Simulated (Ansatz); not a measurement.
The lowest singlet and triplet of CF2 (SMILES F[C]F); geometries from B3LYP-D3(BJ)/def2-TZVP, each state relaxed from the structure named, with no frequency check.
Singlet at the triplet's geometry (charge 0, multiplicity 1):
```xyz
3

F     -1.13872    -0.16682     0.00000
C     -0.00049     0.49709     0.00000
F      1.13905    -0.16457     0.00000
```

A positive gap puts the triplet lower; no zero-point energy. R- takes a restricted singlet. U- takes an unrestricted singlet (broken symmetry where lower, unprojected). The triplet is unrestricted in single-reference levels. Active spaces average the two states.

Correlated levels freeze the cores.

Run with Ansatz (a first-principles code) with Gaussian orbitals. Each number belongs to the level named beside it.

### Question
Give the gap E(singlet) − E(triplet), vertical, at the triplet's geometry at the level R-HF/cc-pVTZ.

### Answer
-19.1 kcal/mol

### Question
Predict the gap E(singlet) − E(triplet), vertical, at the triplet's geometry from SA-CASSCF(2,2)/cc-pVDZ.

### Answer
-32.5 kcal/mol

### Question
What gap E(singlet) − E(triplet), vertical, at the triplet's geometry does U-CCSD(T)/cc-pVQZ (spin-contaminated) give?

### Answer
-45.9 kcal/mol

Doubts at one or more of the structures used: a restricted determinant that unrestricted orbitals would lower (R-HF/cc-pVTZ); T1 above 0.05 (U-CCSD(T)/cc-pVQZ (spin-contaminated)).
